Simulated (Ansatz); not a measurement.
Start from `[AlH2][InH][Cl]` and change one atom or group to get `[Cl][InH][SeH]`.

Ansatz, PBE0-D4/def2-TZVP geometries, multiplicity 1. Each molecule was computed in one conformer, which needn't be the lowest.

Elements past krypton have def2 core potentials. Scalar relativity is left out up to krypton.

```json
{"property": "HOMO energy (PBE/def2-TZVPP) / eV", "`[AlH2][InH][Cl]`": "-6.19"}
{"property": "HOMO energy (PBE0/def2-TZVPP) / eV", "`[AlH2][InH][Cl]`": "-7.24"}
{"property": "LUMO energy (PBE0/def2-TZVPP) / eV", "`[AlH2][InH][Cl]`": "-2.43"}
{"property": "HOMO energy (B3LYP/def2-TZVPP) / eV", "`[AlH2][InH][Cl]`": "-7.04"}
{"property": "HOMO–LUMO gap (ωB97M-V/def2-TZVPP) / eV", "`[AlH2][InH][Cl]`": "8.37"}
{"property": "size of the dipole moment (ωB97M-V/def2-TZVPP) / D", "`[AlH2][InH][Cl]`": "3.54"}
```

(1) What does the change do to each property? (Best estimate.)

Results:

(1) Ansatz gave: 
```tsv
property	`[Cl][InH][SeH]`	shift
HOMO energy (PBE/def2-TZVPP) / eV	-6.40	-0.21
HOMO energy (PBE0/def2-TZVPP) / eV	-7.52	-0.28
LUMO energy (PBE0/def2-TZVPP) / eV	-1.72	0.71
HOMO energy (B3LYP/def2-TZVPP) / eV	-7.28	-0.24
HOMO–LUMO gap (ωB97M-V/def2-TZVPP) / eV	9.46	1.09
size of the dipole moment (ωB97M-V/def2-TZVPP) / D	2.82	-0.72
```

With PBE0 the HOMO falls by 0.28 eV and the LUMO rises by 0.71 eV, so the gap widens by about 0.99 eV. PBE moves the HOMO by -0.21 eV and ωB97M-V by -0.45 eV. The zero-point energy changes by -13.3 kJ/mol with -3 modes. Dipoles are sizes alone; their direction can turn.

B3LYP here is the variant with VWN-RPA as its local correlation; programs differ in this.

Spin–orbit coupling is left out; it splits and shifts lone-pair levels of the heavy atoms by tenths of an eV.
